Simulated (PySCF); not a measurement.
**Scalar relativity in Si⁺ (silicon, charge +1)**

[Ne] 3s2 3p1, 2P determinant; UHF calculated with PySCF 2.14 in dyall-acv3z (19s12p6d4f, 113 functions), once non-relativistic with a point nucleus and once with spin-free X2C-1e and a Gaussian nucleus.

```
shell  ε non-rel. (eV)  ε X2C (eV)  rms r non-rel. (bohr, spins averaged)  rms r X2C (bohr, spins averaged)  change of radius (%)
 1s α          -1882.4     -1886.9                                 0.1292                            0.1287                 -0.40
 1s β          -1882.2     -1886.7                                 0.1292                            0.1287                 -0.40
 2s α          -177.28     -177.98                                 0.6137                            0.6118                 -0.31
 2s β          -177.08     -177.79                                 0.6137                            0.6118                 -0.31
 2p α          -125.59     -125.54                                 0.5994                            0.5989                 -0.08
 2p β          -125.22     -125.18                                 0.5994                            0.5989                 -0.08
 3s α          -24.076     -24.131                                  2.248                             2.243                 -0.21
 3s β          -21.667     -21.724                                  2.248                             2.243                 -0.21
 3p α          -16.224     -16.212                                  2.650                             2.650                  0.01
```

The total energy goes from -288.5780 to -289.1830 hartree.

Ionisation energy, Si⁺ [Ne] 3s2 3p1 (2P) → Si²⁺ [Ne] 3s2 (1S) (eV):

| method | non-relativistic | spin-free X2C | shift |
| --- | --- | --- | --- |
| UHF | 15.846 | 15.835 | -0.012 |
| LDA | 16.370 | 16.358 | -0.012 |
| PBE | 16.411 | 16.399 | -0.012 |
| PBE0 | 16.436 | 16.424 | -0.012 |
| r2SCAN | 16.534 | 16.522 | -0.012 |
| MP2 (valence) | 16.116 | 16.105 | -0.011 |
| SCS-MP2 (valence) | 16.104 | 16.094 | -0.011 |
| MP2 (valence and next inner shell) | 16.135 | 16.123 | -0.011 |
| SCS-MP2 (valence and next inner shell) | 16.121 | 16.110 | -0.011 |
| CCSD (valence) | 16.228 | 16.217 | -0.010 |
| CCSD(T) (valence) | 16.259 | 16.248 | -0.011 |
| CCSD (valence and next inner shell) | 16.254 | 16.243 | -0.011 |
| CCSD(T) (valence and next inner shell) | 16.279 | 16.268 | -0.011 |

Relativity contracts and stabilises s shells directly. The contracted s shells screen the nucleus better, so for spin-averaged p shells the direct and indirect effects partly cancel.
